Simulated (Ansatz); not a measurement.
C2H4FGeNO, SMILES `C[O][GeH]([F])[C]#N`, relaxed with RKS PBE-D4/def2-SVP in Ansatz 0.2.0 from a rough embedded geometry. The force threshold is 0.03 eV/Å; the program also tests the step.

The species carries charge 0 and has multiplicity 1.

Start:

```xyz
10

C     0.219   -1.704    0.419
O     0.230   -0.738   -0.666
Ge   -0.060    0.916    0.017
F     1.223    1.417    0.977
C    -0.381    2.120   -1.385
N    -0.570    2.880   -2.274
H     0.422   -2.667    0.003
H     1.025   -1.398    1.131
H    -0.751   -1.682    0.881
H    -1.357    0.856    0.898
```

**Question.** By how much does the energy fall, and how many steps does the optimiser take? (An estimate is asked.)

**Answer.** The calculation gave: 7.82 kcal/mol, in 5 steps.

**Question.** Which bonds change most? (Estimate.)

**Answer.** Ansatz gave: Ge3–F4 from 1.679 to 1.752 Å; Ge3–C5 from 1.876 to 1.921 Å; O2–Ge3 from 1.813 to 1.771 Å; C1–H7 from 1.069 to 1.109 Å.

**Question.** Give the relaxed structure. (Estimate.)

**Answer.** Computed: 
```xyz
10

C     0.260   -1.728    0.388
O     0.185   -0.626   -0.513
Ge   -0.206    0.988    0.102
F     1.147    1.590    1.039
C    -0.332    2.087   -1.469
N    -0.452    2.781   -2.405
H     0.357   -2.649   -0.221
H     1.147   -1.657    1.056
H    -0.651   -1.830    1.021
H    -1.455    1.043    1.002
```
